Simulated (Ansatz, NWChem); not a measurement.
# Worked example: vertical ionisation energy of C2H5BO (SMILES B1CCO1)

C2H5BO has 9 atoms, charge 0, and is taken as a singlet. As SMILES, `B1CCO1`. The coordinates come from a PBE0-D4/def2-TZVP relaxation.

| atom | x (Å) | y (Å) | z (Å) |
| --- | --- | --- | --- |
| B | -0.4026 | 0.3017 | -1.0820 |
| C | 0.5060 | 0.6170 | 0.1710 |
| C | -0.0986 | -0.7196 | 0.6177 |
| O | -0.8848 | -0.8785 | -0.5962 |
| H | -0.6970 | 0.7728 | -2.1395 |
| H | 0.2363 | 1.4790 | 0.7822 |
| H | 1.5862 | 0.6141 | 0.0210 |
| H | -0.7576 | -0.6813 | 1.4872 |
| H | 0.6006 | -1.5515 | 0.7215 |

Both states at this one shape; open shells run unrestricted unless said. 1 Eh = 27.2114 eV.

```tsv
level	program	singlet C2H5BO (Eh)	doublet C2H5BO+ (Eh)
HF/STO-3G	NWChem	-175.967418	-175.671887
BHLYP/def2-SVP	Ansatz	-179.066475	-178.665914
RPA@PBE0/def2-SVP, 4 core orbitals frozen	Ansatz	-178.849264	-178.450331
BCCD(T)/def2-SVP, 4 core orbitals frozen	Ansatz	-178.664060	-178.267186
```

**Question.** Work out the vertical ionisation energy at each level.

**Answer.** 
1. HF/STO-3G: -175.671887 − (-175.967418) = 0.295531 Eh = 8.04 eV.
2. BHLYP/def2-SVP: -178.665914 − (-179.066475) = 0.400561 Eh = 10.90 eV.
3. RPA@PBE0/def2-SVP: -178.450331 − (-178.849264) = 0.398933 Eh = 10.86 eV.
4. BCCD(T)/def2-SVP: -178.267186 − (-178.664060) = 0.396874 Eh = 10.80 eV.

No measured value is set beside it here; the levels span 8.04 to 10.90 eV. Hartree–Fock favours the state with fewer electron pairs, since it lacks pair correlation. Minimal sets are far from the basis-set limit.
